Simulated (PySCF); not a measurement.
# InP⁺: input and log

State: doublet, unpaired electrons π ↑, a second solution, started from another occupation.

An equivalent input (the run itself took its basis sets from the Basis Set Exchange, started from a PBE0 density and held the occupation σ 8α 8β, πx 4α 3β, πy 4α 4β, δx 1α 1β, δy 1α 1β):

```python
from pyscf import gto, dft
mol = gto.M(atom='In 0 0 0; P 0 0 2.981', basis={'In': 'def2-SVPD', 'P': 'def2-SVPD'}, ecp={'In': 'def2-SVPD'},
            charge=1, spin=1, verbose=4, symmetry='C2v')
mf = dft.UKS(mol, xc='PBE0')
mf.grids.atom_grid = (80, 434)
mf.grids.prune = dft.gen_grid.treutler_prune
mf.irrep_nelec = {'A1': (9, 9), 'A2': (1, 1), 'B1': (4, 3), 'B2': (4, 4)}
mf.conv_tol = 1e-9
mf.max_cycle = 60
mf.diis_space = 10
mf.kernel()
```

The log (some set-up lines and the per-cycle HOMO/LUMO lines removed):

```
******** <class 'pyscf.dft.uks_symm.SymAdaptedUKS'> ********
method = SymAdaptedUKS
damping factor = 0
level_shift factor = 0
DIIS = <class 'pyscf.scf.diis.CDIIS'>
diis_start_cycle = 1
diis_space = 10
diis_damp = 0
SCF conv_tol = 1e-09
SCF conv_tol_grad = None
SCF max_cycles = 60
number electrons alpha = 18  beta = 17
Set gradient conv threshold to 3.16228e-05
init E= -530.865638910829
cycle= 1 E= -530.865804732671  delta_E= -0.000166  |g|= 6.69e-05  |ddm|= 0.00051
cycle= 2 E= -530.865804732586  delta_E= 8.59e-11  |g|= 7.52e-05  |ddm|= 0.000336
cycle= 3 E= -530.865804739839  delta_E= -7.25e-09  |g|= 1.48e-05  |ddm|= 0.000195
cycle= 4 E= -530.865804740216  delta_E= -3.77e-10  |g|= 6.14e-06  |ddm|= 4.37e-05
Extra cycle  E= -530.865804740368  delta_E= -1.51e-10  |g|= 4.8e-06  |ddm|= 3.04e-05
converged SCF energy = -530.865804740368  <S^2> = 0.75881205  2S+1 = 2.0087927
```

A point of this curve took 0.93 CPU seconds beside 0.16 for the integrals (shared host).

Spin–orbit coupling is left out.
